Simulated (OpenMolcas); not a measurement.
A calculation on Pt5+.

```json
{"Program": "OpenMolcas 26.06", "Method": "RASSCF", "Basis": "ANO-RCC-VQZP [9s8p6d4f2g1h]", "Scalar Hamiltonian": "DKH2, point nucleus", "Active space": "11 electrons in 8 orbitals (RAS1 5p, at most 2 holes; RAS2 5d)", "State averaging": "2S+1 = 6 even, 1 root; 2S+1 = 4 even, 24 roots; 2S+1 = 2 even, 75 roots", "Spin-orbit coupling": "state interaction with AMFI integrals over the reference wave functions, term energies averaged over their components"}
```

Which level of the active space comes out lowest?

5d5 6S 5/2, with 84 % of that term.

How high does 5d5 4P 1/2 [70 %] lie?

33393 cm-1 above the lowest level.

How high does 5d5 4G 11/2 lie?

31302 cm-1 above the lowest level.

How high does 5d5 4G 9/2 lie?

32611 cm-1 above the lowest level.

The level at 22008 cm-1 has J = 5/2. What is it made of, and what is its g factor?

25 % 5d5 4G 5/2, 20 % 5d5 2F(1), 16 % 5d5 2D(1); g = 1.083, against 0.570 from Landé's formula for the pure leading term.

Without dynamic correlation excited terms often stand tens of per cent too high (terms of higher spin than the ground term too low), and those without a measured partner can miss by more than the paired ones. Active for correlation alone: 5p; no level in the range computed is led by a configuration that opens it, so any true level of that kind is missing. Only configurations of the active space appear.

A share in square brackets marks a mixed level and gives the weight of the term that names it. A number in round brackets counts repeated terms of one configuration in the order of the reference energies.
